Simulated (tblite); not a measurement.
Isomers of C3H13NSi2. Computed values, GFN2-xTB/tblite, gas phase, harmonic and unscaled. The method is semi-empirical: single wavenumbers can be off by several per cent or more. Modes of hydrogen on silicon can be 10 to 20 % off. One conformer each.

Electronic energies: GFN2-xTB at the same geometries; isomer energies are rough at this level and their order can be wrong.

```tsv
SMILES	electronic energy, lowest = 0 (kJ/mol)
NC[SiH2]CC[SiH3]	123.4
CC(C)[SiH2][SiH2]N	28.6
CN(C)[SiH2]C[SiH3]	0.0
CNCC([SiH3])[SiH3]	75.0
NCCC([SiH3])[SiH3]	82.7
```

Task: How do GFN2-xTB zero-point energies change the relative energies?

Result: 
| SMILES | ZPE (kJ/mol) | of it from modes above 1550 cm⁻¹ | electronic (kJ/mol) | with ZPE, lowest = 0 (kJ/mol) | lowest mode (cm⁻¹) | rings |
| --- | --- | --- | --- | --- | --- | --- |
| CN(C)[SiH2]C[SiH3] | 388.3 | 208.3 | 0.0 | 0.0 | 48 | 0 |
| CC(C)[SiH2][SiH2]N | 396.7 | 218.9 | 28.6 | 37.0 | 30 | 0 |
| CNCC([SiH3])[SiH3] | 385.8 | 205.5 | 75.0 | 72.5 | 62 | 0 |
| NCCC([SiH3])[SiH3] | 389.4 | 207.9 | 82.7 | 83.8 | 56 | 0 |
| NC[SiH2]CC[SiH3] | 390.4 | 223.4 | 123.4 | 125.5 | 36 | 0 |

The zero-point energies span 10.9 kJ/mol, from `CNCC([SiH3])[SiH3]` to `CC(C)[SiH2][SiH2]N`. The order is unchanged.

Task: What do entropy and thermal enthalpy add at 298.15 K and 1 bar (rigid rotor, harmonic oscillator, one conformer each)?

Result: 
```tsv
SMILES	point group	symmetry number	S (J/(mol K))	H − H(0) (kJ/mol)	ZPE + H − H(0) − TS (kJ/mol)
CN(C)[SiH2]C[SiH3]	C1	1	422.5	30.74	293.1
CC(C)[SiH2][SiH2]N	C1	1	422.3	30.93	301.7
CNCC([SiH3])[SiH3]	C1	1	408.1	29.48	293.5
NCCC([SiH3])[SiH3]	C1	1	393.8	27.89	299.9
NC[SiH2]CC[SiH3]	C1	1	425.6	30.50	294.0
```
